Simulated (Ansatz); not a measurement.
Correlation energies of CH7AsInN, SMILES `N[CH]([AsH2])[InH2]` by basis set

Cartesian coordinates in Å:
```
N -1.0824 0.8848 -1.1447
C -0.3056 -0.2447 -0.6593
As -1.3830 -1.0598 0.8204
In 1.6178 0.0407 0.3117
H -0.9065 1.7194 -0.5993
H -0.8540 1.0991 -2.1063
H -0.2808 -1.0180 -1.4285
H -1.1391 0.0850 1.8081
H -0.2409 -1.8799 1.4442
H 2.7876 -1.2157 0.4792
H 1.7869 1.5890 1.0744
```

The species carries charge 0 and has multiplicity 1. Correlated methods include outer-core shells of As, In, which these sets cover unevenly. Scalar relativity is left out up to krypton. In: def2 effective core potential. Geometry: relaxed with PBE0-D4/def2-TZVP. It is one conformer, not always the lowest. Frozen core, restricted reference, Ansatz.

```csv
basis,HF (Eh),MP2 corr.
def2-SVP,-2519.37187,-0.65282
def2-TZVPP,-2519.77042,-0.96854
def2-QZVPP,-2519.82189,-1.46599
```

(1) Estimate the CCSD correlation energy and the (T) correction in each basis where they were run (hartree).

Answers

(1) 
| basis | CCSD corr. | (T) |
| --- | --- | --- |
| def2-SVP | -0.69768 | -0.02194 |
| def2-TZVPP | -0.99518 | -0.03756 |
